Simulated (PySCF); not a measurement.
GaCl2I, SMILES [I][Ga]([Cl])[Cl]. The structure is a stationary point at B3LYP-D3(BJ)/def2-SVP. The def2 effective core potentials stand for the cores of I; spin–orbit coupling is left out.

Task: Give the equilibrium geometry at B3LYP-D3(BJ)/def2-SVP (PySCF confirms it by a frequency run) as bond lengths and angles, and its point group. (An estimate is asked for; the answer gives what the named calculation found.)

Result: point group C2v.
Atoms: Ga1 Cl2 Cl3 I4. Bonded distances (Å): Ga1–Cl2 2.143, Ga1–Cl3 2.143, Ga1–I4 2.477. Bond angles (°): Cl2–Ga1–Cl3 117.9, Cl2–Ga1–I4 121.1, Cl3–Ga1–I4 121.1.
Charge 0, spin multiplicity 1.
